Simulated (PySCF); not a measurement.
**Si (silicon, neutral) across methods**

[Ne] 3s1 3p2 3d1, one real determinant (an excited configuration). Calculation: PySCF 2.14, in aug-cc-pwCVTZ (8s7p5d3f, 75 functions); no relativity, point nucleus.

| method | E (hartree) | mean ε 3s α (eV) | mean ε 3p α (eV) | mean ε 3d α (eV) | Σ⟨r²⟩ (bohr²) | ⟨S²⟩ |
| --- | --- | --- | --- | --- | --- | --- |
| PBE0 | -288.8434 | -16.403 | -8.558 | -0.558 | 45.94 | 6.000 |
| BLYP | -288.9631 | -14.379 | -7.029 | 0.036 | 46.26 | 6.000 |
| PBE | -288.8195 | -14.650 | -7.337 | -0.161 | 45.69 | 6.000 |
| UHF | -288.48127 | -21.234 | -11.840 | -1.392 | 47.54 | 6.000 |
| M06 | -288.9399 | -15.927 | -8.121 | -0.381 | 46.19 | 6.000 |
| r2SCAN | -288.9444 | -15.330 | -7.714 | -0.103 | 46.07 | 6.000 |
| LDA | -287.8041 | -14.658 | -7.330 | -0.129 | 45.62 | 6.000 |
| TPSSh | -288.9761 | -15.478 | -7.881 | -0.275 | 45.82 | 6.000 |
| B3LYP | -288.9750 | -15.947 | -8.170 | -0.410 | 46.27 | 6.000 |

⟨L²⟩ = 7.93 against 12 for a pure F term, so this real determinant mixes terms. The outer electron is Rydberg-like, and this basis confines it to a smaller radius and binds it less than a complete one would.

The highest occupied level is positive at BLYP: only the finite basis holds that electron, which in a density functional comes from self-interaction.
